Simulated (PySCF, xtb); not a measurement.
C₃H₃ClF₂, SMILES F[C@@H]1C[C@@]1(F)Cl.

Harmonic wavenumbers (cm⁻¹) from xtb 6.7.1 with GFN2-xTB at its own minimum, in rising order: 166, 209, 285, 364, 424, 494, 636, 819, 861, 923, 1014, 1039, 1067, 1104, 1148, 1246, 1350, 1426, 3051, 3093, 3123.

**Question.** What does PySCF with PBE-D3(BJ)/def2-SVP give at its own minimum? (An estimate is asked for; the answer gives what the named calculation found.)

**Answer.** 174, 210, 292, 376, 433, 517, 662, 776, 838, 921, 972, 1026, 1061, 1113, 1165, 1274, 1324, 1431, 3070, 3089, 3178. Paired by order, the mean absolute difference is 18 cm⁻¹ and the zero-point energies are 34.1 and 34.2 kcal/mol.
